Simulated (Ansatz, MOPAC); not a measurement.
System: SbF$_{2}$, charge 1, multiplicity 1. SMILES: [F][Sb+][F]

Atoms: Sb1, F2, F3. Bonds: Sb1-F2, Sb1-F3.

Bond lengths (Å) and angles (degrees) optimised at PM3 with MOPAC; PM7 with MOPAC; HF/3-21G with Ansatz (an electronic-structure program), each started from the B3LYP-D3(BJ)/def2-TZVP structure (Ansatz) of the last column. A row stands for all coordinates that are equal there.

```tsv
coordinate	PM3	PM7	HF/3-21G	B3LYP-D3(BJ)/def2-TZVP
Sb1-F2	1.918	1.879	1.840	1.852
F2-Sb1-F3	90.2	98.1	92.3	96.1
```

Mean signed difference of all 2 bond lengths from B3LYP-D3(BJ)/def2-TZVP: PM3 0.066 Å, PM7 0.027 Å, HF/3-21G -0.012 Å.
